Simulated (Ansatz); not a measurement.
PtI₂ (the lowest singlet isomer of a short search), 3 atoms. Hardware: 4 threads of Arm Neoverse V2 on a shared host.

In the def2 sets I, Pt take a core potential; there is no spin–orbit coupling. Correlated methods freeze 8 core orbitals; core or outer-core shells of Pt, I are correlated, in sets that lack core-valence functions.

(1) How many basis functions does each of these Ansatz runs have, and roughly what does it cost? RPA@PBE/def2-TZVP, charge 0 triplet, energy, from earlier orbitals; MP2/def2-TZVP, charge 0 singlet, energy, from earlier orbitals; r2SCAN-D4/def2-TZVP, charge 1 doublet at the geometry of the charge 0 singlet, energy, from earlier orbitals; B3LYP-D4/def2-TZVP, charge 0 quintet, energy, from earlier orbitals; CAM-B3LYP-D4/def2-TZVP, charge 0 triplet, energy, from earlier orbitals; CAM-B3LYP-D4/def2-TZVP, charge 0 singlet, energy, from earlier orbitals; r2SCAN-D4/def2-TZVPD, charge 0 singlet, energy, from earlier orbitals; r2SCAN-D4/def2-TZVP, charge 0 triplet, relaxation, 3 steps; MP2/def2-TZVP, charge 0 quintet, energy, from earlier orbitals; PBE-D4/def2-TZVP, charge 1 doublet at the geometry of the charge 0 singlet, energy, from earlier orbitals; LDA (SPW92)/def2-TZVP, charge 0 singlet, energy, from earlier orbitals; PBE0-D4/def2-SVP, charge 0 unrestricted singlet, energy with a search over starts.

Answers

(1) Other jobs shared the machine, so times can vary by a factor of up to 3. A dash marks memory too small to be measured apart from the calling script's.

| run | functions | fitting or Cholesky vectors | wall time | peak host memory (GiB) |
| --- | --- | --- | --- | --- |
| LDA (SPW92)/def2-TZVP, charge 0 singlet, energy, from earlier orbitals | 140 | 1130 | 2.1 s | – |
| MP2/def2-TZVP, charge 0 singlet, energy, from earlier orbitals | 140 | 1336 | 3.4 s | – |
| RPA@PBE/def2-TZVP, charge 0 triplet, energy, from earlier orbitals | 140 | 1336 | 4.1 s | – |
| CAM-B3LYP-D4/def2-TZVP, charge 0 triplet, energy, from earlier orbitals | 140 | 1336 | 5.5 s | 0.61 |
| MP2/def2-TZVP, charge 0 quintet, energy, from earlier orbitals | 140 | 1336 | 7.5 s | – |
| r2SCAN-D4/def2-TZVP, charge 0 triplet, relaxation, 3 steps | 140 | 1130 | 7.5 s | – |
| B3LYP-D4/def2-TZVP, charge 0 quintet, energy, from earlier orbitals | 140 | 1236 | 8 s | 0.75 |
| CAM-B3LYP-D4/def2-TZVP, charge 0 singlet, energy, from earlier orbitals | 140 | 1236 | 13 s | – |
| r2SCAN-D4/def2-TZVPD, charge 0 singlet, energy, from earlier orbitals | 161 | 1205 | 14 s | – |
| PBE-D4/def2-TZVP, charge 1 doublet at the geometry of the charge 0 singlet, energy, from earlier orbitals | 140 | 1130 | 15 s | – |
| PBE0-D4/def2-SVP, charge 0 unrestricted singlet, energy with a search over starts | 84 | 994 | 30 s | – |
| r2SCAN-D4/def2-TZVP, charge 1 doublet at the geometry of the charge 0 singlet, energy, from earlier orbitals | 140 | 1130 | 36 s | – |
